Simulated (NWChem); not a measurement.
CH$_{3}$FO$_{3}$Si; SMILES O(C=O)[Si@@H](O)F

```xyz
9

O     -0.4535    -1.9075     0.6328
C      0.5334    -1.7245    -0.0295
O      0.8838    -0.5666    -0.5771
Si    -0.0044     0.8782    -0.3924
O     -1.5723     0.5413    -0.1191
F      0.6910     1.6269     0.8527
H      1.2711    -2.5188    -0.2626
H      0.1952     1.6816    -1.6033
H     -1.6877    -0.2914     0.3690
```
Atoms are numbered in this order, from 1.

Results from NWChem. Pople sets run with spherical d functions. Medium grid unless said otherwise, to which SCAN and Minnesota functionals are sensitive. All runs use the structure optimised with PBE0/def2-SVP. Hybrids' shares of exact exchange are those that their runs print; pure functionals count as 0. The functionals differ in more than this share.

```csv
row,share of exact exchange,orbital gap (eV)
PBE/6-31G*,0.00,5.45
OLYP/6-31G*,0.00,5.54
TPSSh/6-31G*,0.10,6.87
B3LYP/6-31G*,0.20,7.79
M06/6-31G*,0.27,withheld
M06-2X/6-31G*,0.54,11.16
```

### Question
Fit a straight line of the last column on the one before it, predict the withheld value, and compare with the run.

### Answer

1. Means of the 5 shown rows: x = 0.168, y = 7.362. Slope Σ(x − x̄)(y − ȳ)/Σ(x − x̄)² = 2.087/0.2005 = 10.41; intercept 5.613.
2. The shown rows scatter about the line by 0.136 (root mean square); the largest residual is +0.22, at TPSSh/6-31G*.
3. At x = 0.27 (M06/6-31G*; inside the shown range) the line gives 8.42.
4. The run gives 8.47, +0.05 from the line, 0.4 times the scatter.
